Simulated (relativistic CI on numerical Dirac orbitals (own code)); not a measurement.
Radial parameters of Ir⁶⁰⁺

Computed by Dirac-Coulomb-Breit CI, KLI orbitals optimised for each configuration, a model potential for QED, unscaled Slater integrals (own radial code, finite nucleus).

Slater integrals F^k, G^k are unscaled and averaged over j, outside the closed core [Ne]; ζ comes from projecting the Hamiltonian with its Breit term on Σ l·s of the shell.

- 3s²3p⁵: ζ(3p) = 2.2744e+06 cm⁻¹; <r>(3p) = 0.1744, <r^2>(3p) = 0.03529 (bohr units).
- 3s²3p⁴3d: F^2(3p,3p) = 558140, ζ(3p) = 2.2729e+06, F^2(3p,3d) = 564340, G^1(3p,3d) = 586380, G^3(3p,3d) = 395720, ζ(3d) = 306460 cm⁻¹; <r>(3p) = 0.1745, <r^2>(3p) = 0.03533, <r>(3d) = 0.1552, <r^2>(3d) = 0.02779 (bohr units).
- 3s3p⁵3d: G^1(3s,3p) = 712240, ζ(3p) = 2.2728e+06, G^2(3s,3d) = 453160, F^2(3p,3d) = 564130, G^1(3p,3d) = 586270, G^3(3p,3d) = 395610, ζ(3d) = 307640 cm⁻¹; <r>(3s) = 0.1772, <r^2>(3s) = 0.03594, <r>(3p) = 0.1746, <r^2>(3p) = 0.03536, <r>(3d) = 0.1553, <r^2>(3d) = 0.02782 (bohr units).

Averages of the first 10 configurations, taken without configuration mixing, which lowers the lowest level and can move excited configurations by several eV; other configurations of the list can lie among them:

```csv
Configuration,Parity,States,Average energy above the lowest level (eV)
3s²3p⁵,odd,6,150.0
3s²3p⁴3d,even,150,610.5
3s3p⁶,even,2,661.4
3s3p⁵3d,odd,120,1111.3
3s3p⁴3d²,even,1350,1570.5
3p⁶3d,even,10,1636.6
3s²3p³3d4p,even,1200,3657.5
3s3p⁴3d4s,even,600,3952.8
3s²3p⁴4s,even,30,3002.0
3p⁶4s,even,2,4033.4
```
